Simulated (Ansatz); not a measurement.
`[F][Sn]([F])([F])[F]` + HBr → `[F][Sn]([F])([F])[Br]` + H–F at 600 K and 1 bar (ligand exchange at the Sn–F bond).

Computed with Ansatz on PBE0-D4/def2-TZVP structures; ΔE is electronic, products minus reactants. CBS: MP2 limit from def2 TZ/QZ plus the TZ coupled-cluster correction, frozen cores. This one scheme is used for every species. def2 core potentials past Kr. For Br, Sn outer-core shells are correlated without core-valence functions, which leaves a few kJ/mol of doubt a bond. Scalar relativity is left out up to krypton.

| species | CCSD(T)/CBS energy (Eh) | H − E (kJ/mol) | S (J/(mol·K)) |
| --- | --- | --- | --- |
| `[F][Sn]([F])([F])[F]` | -613.31403 | 69.4 | 390.8 |
| HBr | -2573.91920 | 33.5 | 219.1 |
| `[F][Sn]([F])([F])[Br]` | -3086.86202 | 68.4 | 426.8 |
| H–F | -100.39570 | 42.3 | 194.0 |

H − E and S are ideal-gas, rigid-rotor, harmonic terms from PBE0-D4/def2-TZVP. 1 Eh = 2625.50 kJ/mol, R = 8.31446 J/(mol·K).

Problem. By hand: ΔE, ΔH, ΔS and ΔG.

Solution. ΔE = (-3086.86202) + (-100.39570) − (-613.31403) − (-2573.91920) = -0.02449 Eh = -64.3 kJ/mol. Δ(H − E) = 68.4 + 42.3 − 69.4 − 33.5 = 7.8, so ΔH = -56.5 kJ/mol. ΔS = 426.8 + 194.0 − 390.8 − 219.1 = 10.9 J/(mol·K). ΔG = -56.5 − 600 × (10.9)/1000 = -63.0 kJ/mol.

Problem. By hand: the equilibrium constant, and the temperature at which ΔG would vanish if ΔH and ΔS stayed fixed.

Solution. log₁₀ K = −ΔG/(RT ln 10) = 5.5. ΔH and −TΔS have one sign here, so there is no such temperature.

The number of gas molecules stays the same, so ΔS is small and ΔH decides. A doubt of 5 kJ/mol in ΔE shifts log₁₀ K by 0.4 here. These are equilibria of isolated gas molecules and say nothing of rates. Largest T1 diagnostic: 0.015 (customary marks: 0.02 for closed shells, 0.045 for open ones).
